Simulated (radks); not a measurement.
Valence configurations of neutral selenium (all share [Ar]). All-electron calculation, Dirac Kohn-Sham, PBEsol, spin-unpolarised, spherical densities, finite nucleus; open shells fill j = l - 1/2 first; Fermi nuclear charge, rms radius 4.14 fm. Program: a radial shooting solver on a logarithmic mesh with Libxc functionals. Energies are relative to 3d10 4s2 4p4; eigenvalues in eV.

| valence | E (eV) | e(3d3/2) | e(3d5/2) | e(4p1/2) | e(4p3/2) | e(4s1/2) |
|---|---|---|---|---|---|---|
| 3d10 4s2 4p4 | 0.000 | -53.538 | -52.643 | -6.721 | -6.344 | -17.230 |
| 3d8 4s2 4p6 | 113.26 | -77.196 | -76.198 | -9.430 | -8.890 | -21.676 |
| 3d10 4s1 4p5 | 11.000 | -55.177 | -54.280 | -7.373 | -6.976 | -18.087 |
| 3d9 4s1 4p6 | 63.347 | -66.635 | -65.689 | -8.685 | -8.209 | -20.273 |
| 3d10 4p6 | 22.216 | -56.741 | -55.843 | -7.983 | -7.566 | - |
| 3d9 4s2 4p5 | 51.378 | -65.109 | -64.163 | -8.075 | -7.617 | -19.489 |
| 3d10 4s0.5 4p5.5 | 16.582 | -55.967 | -55.070 | -7.683 | -7.276 | -18.493 |
| 3d10 4s1.5 4p4.5 | 5.472 | -54.368 | -53.472 | -7.053 | -6.666 | -17.666 |

NIST lists [Ar] 3d10 4s2 4p4 as the ground configuration; this level of theory agrees among the configurations tried. The energies are those of spherical spin-averaged densities, not of single terms.
